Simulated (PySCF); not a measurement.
Input for PySCF: R-BP86/6-31G* on MgBe, 2S+1 = 1, a spin state set in the input, which need not be the lowest, a point of a bond scan (R = 3.065 Å).

```python
from pyscf import gto, scf, dft, mp
from pyscf.data.elements import chemcore

mol = gto.M(
    atom='''
    Be    0.00000000    0.00000000    0.00000000
    Mg    0.00000000    0.00000000    3.06480900
    ''',
    basis='6-31g*',
    cart=True,
    charge=0, spin=0, verbose=3, max_memory=1800)
mf = dft.RKS(mol, xc='b88,p86')
mf.conv_tol = 1e-8
mf.max_cycle = 100
mf.kernel()
if not mf.converged:
    mf = mf.newton().run(mf.mo_coeff, mf.mo_occ)
```

Question: What total energy does the run end on?

Answer: -214.7319 hartree.
